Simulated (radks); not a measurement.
The numbers below are computed, except where a source is named.
Problem. The mean radii <r> (bohr) of the occupied orbitals of an atom or ion are listed with their occupations. Level of theory: Dirac Kohn-Sham, PBE, spin-unpolarised, spherical densities, finite nucleus; Fermi nuclear charge, rms radius of each element as measured or else 0.836 A^(1/3) + 0.57 fm (a radial shooting solver on a logarithmic mesh with Libxc functionals).

| orbital | occ. | <r> |
|---|---|---|
| 1s1/2 | 2 | 0.01659 |
| 2s1/2 | 2 | 0.06926 |
| 2p1/2 | 2 | 0.05692 |
| 2p3/2 | 4 | 0.06559 |
| 3s1/2 | 2 | 0.1801 |
| 3p1/2 | 2 | 0.1704 |
| 3p3/2 | 4 | 0.1863 |
| 3d3/2 | 4 | 0.1620 |
| 3d5/2 | 6 | 0.1669 |
| 4s1/2 | 2 | 0.3987 |
| 4p1/2 | 2 | 0.4006 |
| 4p3/2 | 4 | 0.4345 |
| 4d3/2 | 4 | 0.4409 |
| 4d5/2 | 6 | 0.4518 |
| 5s1/2 | 2 | 0.8616 |
| 4f5/2 | 6 | 0.4708 |
| 4f7/2 | 8 | 0.4768 |
| 5p1/2 | 2 | 0.9065 |
| 5p3/2 | 4 | 0.9726 |

Name the element and its charge. Open shells, if any, are shared by 2j + 1.

Solution. Z = 80, mercury, charge +12: Hg12+ in [Xe] 4f14. The 1s radius gives Z: for a bare nucleus <r> = (2 gamma + 1)/(2Z) with gamma = sqrt(1 - (Z/c)^2), 0.0164 bohr for Z = 80, and screening makes it slightly larger (0.01659 here). The occupations add up to 68, and the charge is Z minus that.
